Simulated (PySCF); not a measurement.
**What binds AuF: the parts of the energy along the bond**

State: ¹Σ⁺, singlet, closed shell. RHF-based CCSD(T) in PySCF 2.14 with Au cc-pVTZ-PP with ECP60, F cc-pVTZ and Au cc-pVQZ-PP with ECP60, F cc-pVQZ (frozen core orbitals: 5; scalar-relativistic core potentials). Correlation energies are extrapolated as n⁻³ (n = 3, 4), Hartree–Fock as (n+1)·exp(−9√n). CV is the change on freezing 0 orbitals instead, in Au cc-pwCVTZ-PP with ECP60, F cc-pwCVTZ. All energies in eV from Au (5d10 6s1) + F.

```json
{"R (Å)": "1.7117", "HF/CBS": "-0.152", "CCSD corr.": "-1.845", "(T)": "-0.2021", "CV": "-0.0855", "total": "-2.284"}
{"R (Å)": "1.7895", "HF/CBS": "-0.699", "CCSD corr.": "-1.770", "(T)": "-0.2017", "CV": "-0.0658", "total": "-2.736"}
{"R (Å)": "1.8673", "HF/CBS": "-0.988", "CCSD corr.": "-1.701", "(T)": "-0.2015", "CV": "-0.0474", "total": "-2.938"}
{"R (Å)": "1.9451", "HF/CBS": "-1.097", "CCSD corr.": "-1.641", "(T)": "-0.2020", "CV": "-0.0310", "total": "-2.972"}
{"R (Å)": "2.0229", "HF/CBS": "-1.084", "CCSD corr.": "-1.589", "(T)": "-0.2039", "CV": "-0.0168", "total": "-2.894"}
{"R (Å)": "2.1202", "HF/CBS": "-0.955", "CCSD corr.": "-1.535", "(T)": "-0.2084", "CV": "-0.0021", "total": "-2.700"}
{"R (Å)": "2.2175", "HF/CBS": "-0.748", "CCSD corr.": "-1.490", "(T)": "-0.2159", "CV": "0.0093", "total": "-2.445"}
```

A fit to the total gives Re = 1.9251 Å, De = 2.976 eV, ωe = 563.0 cm⁻¹, Be = 0.2625 cm⁻¹ (masses 196.9666 and 18.9984 u).

Q: At R = 1.9451 Å the CCSD correlation energy is -0.619090 hartree in the smaller basis and -0.672728 in the larger. Extrapolate it.

A: (4³·E4 − 3³·E3)/(4³ − 3³) = -0.71187 hartree; the larger basis holds 94.5 % of it.

The T1 diagnostic is 0.032, large enough to doubt a single reference. The open-shell atoms are computed with UHF. Spin–orbit coupling, excitations beyond (T) and corrections to the Born–Oppenheimer picture are left out, and spin–orbit coupling matters for open p, d or f shells this heavy.
